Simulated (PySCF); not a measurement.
# How exact exchange moves a shielding

Molecule: SMILES C[CH2][AlH][O]C, C$_{3}$H$_{9}$AlO.

Structure with atom numbers: `[CH3:1][CH2:2][AlH:3][O:4][CH3:5]`; H(Xn) means a hydrogen on atom n.

GIAO shieldings (ppm, equivalent atoms averaged) in PySCF 2.14.0 with density-fitted response routines on the PBE0-D3(BJ)/def2-SVP geometry, basis pcSseg-1, gas phase, non-relativistic:

```tsv
functional	exact exchange (%)	σ(C5)	σ(Al3)	σ(O4)
BLYP	0	118.0	347.6	229.8
BP86	0	122.5	350.2	237.4
PBE	0	123.2	349.8	234.1
B3LYP	20	123.9	358.6	253.7
mPW1PW91	25	128.9	365.9	263.5
BHandHLYP	50	131.2	375.7	280.7
HF	100	142.1	408.7	313.0
```

Problem. Fit each shielding as a line in the percentage of exact exchange.

Solution. σ(C5) = 121.3 + 0.21 x (rms 1.9 ppm); σ(Al3) = 348.8 + 0.59 x (rms 1.8 ppm); σ(O4) = 236.5 + 0.80 x (rms 4.3 ppm). The functionals also differ in their semilocal parts, which the line can't hold; Hartree–Fock has no correlation at all.

Problem. What does the line predict for PBE0 (25 %), and what does the run give?

Solution. σ(C5): 126.5 predicted, 129.8 computed; σ(Al3): 363.6 predicted, 364.9 computed; σ(O4): 256.5 predicted, 263.0 computed ppm.
